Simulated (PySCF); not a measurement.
Bonds (- single, = double, # triple, : aromatic): C1-C2, C2=C3, C3-Si4, C3-C5, C5=O6, C2-C7, C7-Cl8, C7-Cl9. C1 carries H10, H11, H12; Si4 carries H13, H14, H15; C5 carries H16; C7 carries H17. Stereochemistry as in C/C(=C(/[SiH3])C=O)C(Cl)Cl.

Method: shielding tensors at PBE0/pcSseg-1 (GIAO), structure optimised with GFN2-xTB, in PySCF (equivalent nuclei averaged, a single conformation, no solvent, non-relativistic).

Scale: TMS for $^{13}$C (σref 186.93) and $^{1}$H (σref 31.72) and $^{29}$Si (σref 349.16); H2O for $^{17}$O (σref 336.08); $^{35}$Cl (σref 949.78) vs HCl (reference shieldings calculated alike).

| atoms | nucleus | count | δ (ppm) |
| --- | --- | --- | --- |
| C1 | $^{13}$C | 1 | ? |
| O6 | $^{17}$O | 1 | 719.8 |
| H17 | $^{1}$H | 1 | ? |
| Si4 | $^{29}$Si | 1 | ? |
| Cl8/Cl9 | $^{35}$Cl | 2 | 284 |
| C3 | $^{13}$C | 1 | 138.1 |
| H16 | $^{1}$H | 1 | 10.47 |
| H10/H11/H12 | $^{1}$H | 3 | ? |
| H13/H14/H15 | $^{1}$H | 3 | 4.11 |
| C2 | $^{13}$C | 1 | 172.8 |
| C5 | $^{13}$C | 1 | 202.1 |
| C7 | $^{13}$C | 1 | 89.4 |

Problem. Complete the table.

Solution. 
- C1: 17.5 ppm, allylic methyl carbon; saturated and bonded to C and H only
- H17: 6.99 ppm, hydrogen on an allylic sp3 CH bonded to 2 Cl; its carbon carries Cl, which withdraws density
- H10/H11/H12: 2.66 ppm, hydrogen on an allylic methyl carbon; allylic position
- Si4: -90.3 ppm, silicon bonded to C, 3 H

Carbons that carry Cl, above all several Cl atoms, come out too deshielded, partly because spin–orbit coupling is missing. Shifts are as computed. Against solution values, carbons near 30 ppm lie about +3 ppm off and those near 130 ppm about +5 ppm; carbons on Cl a further +6 ppm. Of 1309 compounds with measured shifts, 239 miss one by over three times the rms of a fit or turn the order of signals round; such compounds aren't used in these exercises. Unscaled 17O shifts of doubly bonded oxygen tend to come out too high, by tens of ppm or more. Experimental scales use liquid or dissolved standards, which lie at an offset from isolated H2O (liquid H2O: subtract about 36 ppm).
